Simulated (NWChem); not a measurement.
The numbers come from NWChem runs, not from measurements. System: Au₂, charge 0, spin multiplicity 1, optimised in this run. The structure started from a generated list of species. Level: PBE0/def2-SVP with def2 effective core potentials on Au.

Part of the output:

```
             Northwest Computational Chemistry Package (NWChem) 7.3.0
             --------------------------------------------------------

                                NWChem Input Module
                                -------------------

 Scaling coordinates for geometry "geometry" by  1.889725989
 (inverse scale =  0.529177249)

 Turning off AUTOSYM since
 SYMMETRY directive was detected!

          ------
          auto-z
          ------

                             Geometry "geometry" -> ""
                             -------------------------

 Output coordinates in angstroms (scale by  1.889725989 to convert to a.u.)

  No.       Tag          Charge          X              Y              Z
 ---- ---------------- ---------- -------------- -------------- --------------
    1 Au                  79.0000     0.00000000     0.00000000     1.24843900
    2 Au                  79.0000     0.00000000     0.00000000    -1.24843900

 Effective nuclear repulsion energy (a.u.)    1322.6898594994

            Nuclear Dipole moment (a.u.)
            ----------------------------
        X                 Y               Z
 ---------------- ---------------- ----------------
     0.0000000000     0.0000000000     0.0000000000

      Symmetry information
      --------------------

 Group name             D2h
 Group number             26
 Group order               8
 No. of unique centers     1

      Symmetry unique atoms

     1


 Summary of "ao basis" -> "" (spherical)
 ------------------------------------------------------------------------------
       Tag                 Description            Shells   Functions and Types
 ---------------- ------------------------------  ------  ---------------------
 *                          def2-svp                  on all atoms

                           NWChem Geometry Optimization
                           ----------------------------

 maximum gradient threshold         (gmax) =   0.000450
 rms gradient threshold             (grms) =   0.000300
 maximum cartesian step threshold   (xmax) =   0.001800
 rms cartesian step threshold       (xrms) =   0.001200
 fixed trust radius                (trust) =   0.300000
 maximum step size to saddle      (sadstp) =   0.100000
 energy precision                  (eprec) =   5.0D-06
 maximum number of steps          (nptopt) =   80
 initial hessian option           (inhess) =    0
 line search option               (linopt) =    1
[...]
    2       -0.000 ||    0.000000           0.000         0.000       0.530
    3        0.000 ||    0.000000           0.000         0.000      59.470
    4        3.559 ||    0.000000           0.000         0.000       0.000
    5        3.559 ||    0.000000           0.000         0.000       0.000
    6      171.147 ||    0.000000           0.000         0.000       0.000
 ----------------------------------------------------------------------------

        Vibrational analysis via the FX method
  --- with translations and rotations projected out ---
  --- via the Eckart algorithm                      ---
 Dependent rotation vector no.                    3
  found in ECKART; assuming linear geometry
 Projected Nuclear Hessian trans-rot subspace norm:9.1835D-41
                         (should be close to zero!)

          --------------------------------------------------------
          MASS-WEIGHTED PROJECTED HESSIAN (Hartree/Bohr/Bohr/Kamu)
          --------------------------------------------------------

               1            2            3            4            5            6
   ----- ----- ----- ----- -----
    1    0.00000D+00
    2    0.00000D+00  0.00000D+00
    3    0.00000D+00  0.00000D+00  5.54246D-01
    4   -3.44031D-20  0.00000D+00  0.00000D+00  0.00000D+00
    5    0.00000D+00  0.00000D+00  0.00000D+00  0.00000D+00  0.00000D+00
    6    0.00000D+00  0.00000D+00 -5.54246D-01  0.00000D+00  0.00000D+00  5.54246D-01

 center of mass
 --------------
 x =   0.00000000 y =   0.00000000 z =   0.00000000

 moments of inertia (a.u.)
 ------------------
        2268.757758592110           0.000000000000           0.000000000000
           0.000000000000        2268.757758592110           0.000000000000
           0.000000000000           0.000000000000           0.000000000000

 Rotational Constants
 --------------------
 A=   0.000000 cm-1  (  0.000000 K)
 B=   0.026534 cm-1  (  0.038176 K)
 C=   0.026534 cm-1  (  0.038176 K)

 Temperature                      =   298.15K
 frequency scaling parameter      =   1.0000

 Linear Molecule

 Zero-Point correction to Energy  =    0.245 kcal/mol  (  0.000390 au)
 Thermal correction to Energy     =    2.106 kcal/mol  (  0.003356 au)
 Thermal correction to Enthalpy   =    2.698 kcal/mol  (  0.004300 au)

 Total Entropy                    =   64.620 cal/mol-K
   - Translational                =   43.785 cal/mol-K (mol. weight = 393.9332)
   - Rotational                   =   18.413 cal/mol-K (symmetry #  =        2)
   - Vibrational                  =    2.422 cal/mol-K

 Cv (constant volume heat capacity) =    6.843 cal/mol-K
   - Translational                  =    2.979 cal/mol-K
   - Rotational                     =    1.986 cal/mol-K
   - Vibrational                    =    1.877 cal/mol-K


 ----------------------------------------------------------------------------
 Normal Eigenvalue ||    Projected Derivative Dipole Moments (debye/angs)
  Mode   [cm**-1]  ||      [d/dqX]             [d/dqY]           [d/dqZ]
 ------ ---------- || ------------------ ------------------ -----------------
    1       -0.000 ||      -0.000               0.000             0.000
    2        0.000 ||       0.000               0.000             0.000
    3        0.000 ||       0.000               0.000             0.000
    4        0.000 ||       0.000               0.000            -0.000
    5        0.000 ||       0.000               0.000             0.000
    6      171.147 ||       0.000               0.000             0.000
 ----------------------------------------------------------------------------

 ----------------------------------------------------------------------------
 Normal Eigenvalue ||           Projected Infra Red Intensities
  Mode   [cm**-1]  || [atomic units] [(debye/angs)**2] [(KM/mol)] [arbitrary]
 ------ ---------- || -------------- ----------------- ---------- -----------
    1       -0.000 ||    0.000000           0.000         0.000       0.000
    2        0.000 ||    0.000000           0.000         0.000       0.265
    3        0.000 ||    0.000000           0.000         0.000       0.265
    4        0.000 ||    0.000000           0.000         0.000      59.470
    5        0.000 ||    0.000000           0.000         0.000       0.000
    6      171.147 ||    0.000000           0.000         0.000       0.000
 ----------------------------------------------------------------------------

 Task  times  cpu:       14.6s     wall:       14.6s

 Total times  cpu:       19.1s     wall:       19.1s
```

Question: Write an NWChem input that would produce this output.

Answer: Several could match; the one computed here: 
```
start mol
memory heap 200 mb stack 900 mb global 1100 mb
geometry units angstroms
  Au     0.000000     0.000000     1.248439
  Au     0.000000     0.000000    -1.248439
  symmetry group D2h
end
basis spherical
  * library def2-svp
end
ecp
  Au library def2-ecp
end
dft
  xc pbe0
  semidirect memsize 60000000 filesize 0
  iterations 100
  grid fine
  convergence energy 1e-8
end
driver
  maxiter 80
end
task dft optimize
task dft freq numerical
```
